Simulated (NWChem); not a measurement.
## Relativistic effects in F₂Sn

```xyz
3

Sn     0.0000     0.0000     0.3462
F      1.4596     0.0000    -0.9616
F     -1.4596     0.0000    -0.9616
```
Charge 0, spin multiplicity 1.

Everything below was run with NWChem. All single points use one geometry, from B3LYP/def2-SVP with def2 effective core potentials on Sn, a minimum by its harmonic frequencies.

Functional PBE0, all-electron basis x2c-SVPall-2c, contracted for the X2C Hamiltonian and used here with ZORA. The ion keeps the geometry and has multiplicity 2 in the scalar run; the spin-orbit run starts from the same electron counts.

Relative cost: rough, from shared machines, SCF included, scalar ZORA = 1.

The structure started from a generated list of species. The stability of the SCF solutions was not checked.

```csv
Hamiltonian,ΔSCF ionisation energy (eV),HOMO (eV),LUMO (eV),gap (eV),relative cost
scalar ZORA,11.06,-8.53,-2.74,5.79,1
spin-orbit ZORA,11.07,-8.53,-2.76,5.77,under 3
```

From scalar ZORA to spin-orbit ZORA the ionisation energy hardly moves.
